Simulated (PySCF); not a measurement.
Molecule: SMILES N#CC[SiH2][SiH3], C2H7NSi2.

Molfile (atoms numbered from 1):
```
C2H7NSi2
     RDKit          3D

 12 11  0  0  0  0  0  0  0  0999 V2000
   -1.5122   -2.1907   -1.2446 N   0  0  0  0  0  0  0  0  0  0  0  0
   -1.5696   -1.2280   -0.6025 C   0  0  0  0  0  0  0  0  0  0  0  0
   -1.5756   -0.0134    0.1858 C   0  0  0  0  0  0  0  0  0  0  0  0
   -0.0119    1.0497   -0.1301 Si  0  0  0  0  0  4  0  0  0  0  0  0
    1.9185   -0.2233    0.2519 Si  0  0  0  0  0  4  0  0  0  0  0  0
   -2.4721    0.5827   -0.0500 H   0  0  0  0  0  0  0  0  0  0  0  0
   -1.6222   -0.2703    1.2567 H   0  0  0  0  0  0  0  0  0  0  0  0
   -0.0572    1.5464   -1.5382 H   0  0  0  0  0  0  0  0  0  0  0  0
   -0.0874    2.2211    0.7968 H   0  0  0  0  0  0  0  0  0  0  0  0
    1.9991   -1.3364   -0.7391 H   0  0  0  0  0  0  0  0  0  0  0  0
    3.1247    0.6504    0.1260 H   0  0  0  0  0  0  0  0  0  0  0  0
    1.8684   -0.7895    1.6353 H   0  0  0  0  0  0  0  0  0  0  0  0
  1  2  3  0
  2  3  1  0
  3  4  1  0
  4  5  1  0
  3  6  1  0
  3  7  1  0
  4  8  1  0
  4  9  1  0
  5 10  1  0
  5 11  1  0
  5 12  1  0
M  END
```

Geometry PBE0-D3(BJ)/def2-SVP throughout; GIAO in PySCF 2.14.0 with density-fitted response routines, gas phase, one conformer, non-relativistic; equivalent atoms averaged; functional PBE0.

For orientation, aug-cc-pVDZ gives these absolute shieldings σ: N1 -1.9, C2 80.5, C3 196.8, Si4 472.7, Si5 517.4, H8/H9 27.10, H10/H11/H12 27.58, H6/H7 29.55 ppm.

A run gave: N1 -8.7, C2 82.7, C3 197.8, Si4 474.2, Si5 509.5, H8/H9 27.25, H10/H11/H12 27.67, H6/H7 29.99 ppm (absolute shieldings σ).

Which basis set was used in that run?
A. 6-31G*
B. def2-SVP
C. def2-TZVP
D. 6-311+G(2d,p)
E. pcSseg-1

Answers

B. Si4 tells them apart best: def2-SVP gives 474.2, def2-TZVP gives 396.6, pcSseg-1 gives 415.0, 6-311+G(2d,p) gives 407.3, 6-31G* gives 451.2 ppm.
